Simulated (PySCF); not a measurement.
**GeSe and its ions**

RHF-SCS-MP2; Ge def2-TZVPPD, Se def2-TZVPPD; no relativity (PySCF 2.14). Neutral (RHF): singlet (closed shell), Re = 2.145 Å, ωe = 415 cm⁻¹, De = 5.10 eV.

GeSe⁺ (UHF): doublet (π ↑), Re = 2.284 Å, ωe = 339 cm⁻¹, De = 3.24 eV to Ge⁺ + Se. The energies at the minima are -4475.70529 hartree for GeSe and -4475.35126 for GeSe⁺.

(1) Work out the adiabatic ionisation energy, without and with harmonic zero-point energies (1 hartree = 27.2114 eV, 1 eV = 8065.5 cm⁻¹), and the change of the bond length.

GeSe⁻ (UHF): doublet (π ↑), Re = 2.252 Å, ωe = 341 cm⁻¹, De = 3.73 eV to Ge + Se⁻. The energies at the minima are -4475.70529 hartree for GeSe and -4475.72329 for GeSe⁻.

(2) Work out the adiabatic electron affinity, without and with harmonic zero-point energies (1 hartree = 27.2114 eV, 1 eV = 8065.5 cm⁻¹), and the change of the bond length.

Correlated steps freeze 18 core orbitals. Spin–orbit coupling is left out. For an ion De counts to the pair picked by the measured ionisation energies or electron affinities, which need not be the lowest pair at this level. Where the molecule has an RHF reference, its open-shell atoms are computed with UHF. States were picked by a PBE0 search and need not be the measured ground states.

Neutral and ion stand on different kinds of reference determinant, which adds to the error of the difference.

## Answers

(1) At SCS-MP2: 0.35403 hartree = 9.634 eV between the minima; the zero-point term (339.0 − 415.0)/2 cm⁻¹ = -0.005 eV makes it 9.629 eV. Re changes by +13.9 pm against the neutral. The electron leaves a π orbital, and the longer bond of the ion fits a bonding orbital, or a change in how ionic the bond is.

(2) At SCS-MP2: 0.01800 hartree = 0.490 eV between the minima; the zero-point term (415.0 − 341.0)/2 cm⁻¹ = +0.005 eV makes it 0.494 eV. Re changes by +10.7 pm against the neutral. The electron enters a π orbital, and the longer bond of the ion fits an antibonding orbital, or a change in how ionic the bond is.
